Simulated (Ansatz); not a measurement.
C₆F₃MnO₅, SMILES `[O+]#[C][Mn-5]([C]#[O+])([C]#[O+])([C]#[O+])([C]#[O+])[C](F)(F)F`. The species carries charge 0 and has multiplicity 1. Correlated methods include outer-core shells of Mn, which these sets cover unevenly. Scalar relativity is left out up to krypton.

```xyz
15

O    -2.923    0.532    0.129
C    -1.819    0.390   -0.073
Mn   -0.012    0.142   -0.392
C     1.801   -0.204   -0.535
O     2.908   -0.420   -0.625
C    -0.113    0.822   -2.091
O    -0.181    1.249   -3.141
C    -0.353   -1.587   -0.960
O    -0.555   -2.644   -1.309
C     0.371    1.793    0.355
O     0.613    2.796    0.818
C     0.057   -0.581    1.567
F    -0.588    0.223    2.455
F     1.309   -0.713    2.072
F    -0.515   -1.799    1.731
```

(1) Give the diagnostics of a CCSD(T)/def2-TZVPP run (frozen core, Ansatz). (Estimate.)

Results:

(1) The calculation gave: T1 = 0.0337, largest single amplitude 0.091, largest double 0.064, (T) share of the correlation energy 5.2 %, 14 CCSD cycles. The RHF solution is stable towards an unrestricted one. T1 lies over the customary mark of 0.02 for closed shells; compounds of d metals often pass it without a breakdown.
